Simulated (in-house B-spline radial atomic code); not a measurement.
Neutral cadmium is squeezed into an impenetrable sphere of radius R (the orbitals vanish at R). Method: non-relativistic r2SCAN, spin-polarised, spherical fractional occupations, point nucleus. Calculated with an all-electron radial atomic-structure program (B-spline basis).

Energies in eV above the free atom in [Kr] 4d10 5s2:

```json
{"R (bohr)": "9.5", "highest level (eV)": "-5.42", "[Kr] 4d10 5s2": "0.012", "[Kr] 4d10 5s1 5p1": "3.38", "[Ar] 3d10 4s2 4p5 4d10 5s2 5f1": "83.71"}
{"R (bohr)": "5.73", "highest level (eV)": "-4.23", "[Kr] 4d10 5s2": "1.117", "[Kr] 4d10 5s1 5p1": "5.272", "[Ar] 3d10 4s2 4p5 4d10 5s2 5f1": "101.3"}
{"R (bohr)": "5.26", "highest level (eV)": "-3.53", "[Kr] 4d10 5s2": "1.967", "[Kr] 4d10 5s1 5p1": "6.458", "[Ar] 3d10 4s2 4p5 4d10 5s2 5f1": "106.3"}
{"R (bohr)": "4.28", "highest level (eV)": "-0.329", "[Kr] 4d10 5s2": "6.764", "[Kr] 4d10 5s1 5p1": "12.5", "[Ar] 3d10 4s2 4p5 4d10 5s2 5f1": "122.9"}
{"R (bohr)": "3.78", "highest level (eV)": "3.41", "[Kr] 4d10 5s2": "13.44", "[Kr] 4d10 5s1 5p1": "20.34", "[Ar] 3d10 4s2 4p5 4d10 5s2 5f1": "139"}
{"R (bohr)": "3.04", "highest level (eV)": "16.7", "[Kr] 4d10 5s2": "42.15", "[Kr] 4d10 5s1 5p1": "52.24", "[Ar] 3d10 4s2 4p5 4d10 5s2 5f1": "191.3"}
{"R (bohr)": "2.76", "highest level (eV)": "27.3", "[Kr] 4d10 5s2": "68.78", "[Kr] 4d10 5s1 5p1": "80.88", "[Ar] 3d10 4s2 4p5 4d10 5s2 5f1": "232.6"}
{"R (bohr)": "2.15", "highest level (eV)": "82.2", "[Kr] 4d10 5s2": "235.6", "[Kr] 4d10 5s1 5p1": "254.5", "[Ar] 3d10 4s2 4p5 4d10 5s2 5f1": "456.3"}
{"R (bohr)": "1.64", "highest level (eV)": "233", "[Kr] 4d10 5s2": "839", "[Kr] 4d10 5s1 5p1": "865.1", "[Ar] 3d10 4s2 4p5 4d10 5s2 5f1": "1168"}
{"R (bohr)": "1.33", "highest level (eV)": "479", "[Kr] 4d10 5s2": "2094", "[Kr] 4d10 5s1 5p1": "2121", "[Ar] 3d10 4s2 4p5 4d10 5s2 5f1": "2551"}
```

(1) Does [Kr] 4d10 5s1 5p1 fall below [Kr] 4d10 5s2 under compression?

(2) Does [Ar] 3d10 4s2 4p5 4d10 5s2 5f1 fall below [Kr] 4d10 5s2 under compression?

The highest level is first positive in the row R = 3.78 bohr, pushed up by confinement above the zero of the free ion's potential. Each configuration is held fixed and needn't be the lowest in the sphere.

Results:

(1) No, it stays above over the whole range.

(2) No, it stays above over the whole range.
